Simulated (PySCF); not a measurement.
Compound: C10H8FN.
SMILES with atom numbers: `[N:1]#[C:2][c:3]1[cH:4][cH:5][c:6]2[c:7]([cH:8]1)[C@H:9]([F:10])[CH2:11][CH2:12]2`

Probes without a nucleus sit at each ring's centroid and 1 Å off its mean plane on both sides; NICS is minus the shielding there, NICSzz its component along the normal. Level: GIAO PBE0/pcSseg-1 (PySCF, non-relativistic, gas phase) on the GFN2-xTB geometry, one conformer.

Rings: 1. C3–C4–C5–C6–C7–C8; 2. C6–C7–C9–C11–C12.

```
set  NICS(0)  NICS(1), two faces  NICS(1)zz, two faces
  P     -1.3         -3.2 / -2.7            -1.3 / 1.3
  Q     -8.8       -11.3 / -11.1         -26.8 / -26.6
```

Problem. Which set (ppm) belongs to which ring?

Solution. P = 2, Q = 1.
- 1 (6-membered carbocycle; formal bonds all aromatic): mean NICS(1)zz -26.7 ppm, shielded, aromatic by this magnetic criterion (flat ring, no four-coordinate atom), though in fused rings the probe also feels the neighbouring ring.
- 2 (5-membered carbocycle; formal bonds 1 aromatic, 4 single): mean NICS(1)zz 0.0 ppm, near zero. C9, C11, C12 have four or more neighbours, and the NICS criterion for π rings isn't applied.

Problem. How do the rings differ in shape?

Solution. 
```tsv
ring	bond lengths (Å)	rms pucker (Å)	HOMA	nearest outside atom to a NICS(1) probe (Å)
1	1.396, 1.385, 1.383, 1.394, 1.377, 1.398	0.00	0.98	hydrogen 2.66
2	1.394, 1.504, 1.536, 1.537, 1.499	0.11	–	hydrogen 1.57
```

HOMA = 1 − mean of α(R − Ropt)² over the ring bonds, with Krygowski's 1993 parameters (CC: Ropt 1.388 Å, α 257.7 Å⁻²). A dash marks a ring with a four-coordinate atom, a triple bond, no multiple bond or a kind of bond without parameters.
